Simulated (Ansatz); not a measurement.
`CN[SiH2][SiH2]N` + HI → `N[SiH2]I` + `CN[SiH3]`  (cleavage of the Si–Si bond)

Program: Ansatz. Geometries: PBE0-D4/def2-TZVP. ΔE: electronic, gas phase. CCSD(T)/CBS is the MP2 limit (def2-TZVPP, def2-QZVPP) plus CCSD(T) − MP2 in def2-TZVPP, frozen cores. Functionals use def2-TZVPP. Elements past krypton have def2 core potentials. For I outer-core shells are correlated without core-valence functions, which leaves a few kJ/mol of doubt a bond. Each species was taken in one conformer, which may not be the lowest.

```
          level  ΔE (kcal/mol)
           PBE0          -25.1
CCSD/def2-TZVPP          -25.0
```

Problem. What does CCSD(T)/CBS give? (Estimate.)

Solution. Computed: -26.5 kcal/mol. The listed levels differ from it by 1.4, 1.5 kcal/mol.

Largest T1 diagnostic among the species: 0.011.

From PBE to PBE0 (25 % exact exchange), in def2-TZVPP and without D4, ΔE moves by −1.3 kcal/mol. In def2-TZVPP, CCSD(T) changes the Hartree–Fock value by +5.5 kcal/mol (the triples alone add +0.4 kcal/mol) and MP2 by +2.0 kcal/mol.
